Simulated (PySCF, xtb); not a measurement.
C4H6BFO, SMILES CC#CB(CO)F.

Geometry optimised at B3LYP-D3(BJ)/def2-SVP. This is a generated structure with no PubChem entry under its InChIKey; it may be hypothetical. One conformer was computed; it need not be the lowest.

Method: IEF-PCM-M06-2X/def2-SVP in PySCF.

The values are the electrostatic part of the solvation free energy, E(continuum) − E(gas) at the gas-phase geometry, in a cavity of scaled van der Waals radii (PySCF's table); cavitation and dispersion terms are not included. In vacuum the orbital gap is 8.70 eV. The dipole moment in vacuum is 1.39 D.

Estimate the values in water (ε = 78.36), toluene (ε = 2.37), methanol (ε = 32.61). (The exact figures need the calculation; the answer reports its results.)


| solvent | ε | ΔG(elec) (kcal/mol) | dipole (D) | gap (eV) |
|---|---|---|---|---|
| water | 78.36 | -7.8 | 1.63 | 8.79 |
| toluene | 2.37 | -3.5 | 1.53 | 8.73 |
| methanol | 32.61 | -7.6 | 1.63 | 8.78 |

For comparison, GFN2-xTB/ALPB(water) (xtb, at the GFN2-xTB geometry, all terms of that model) gives -6.5 kcal/mol.
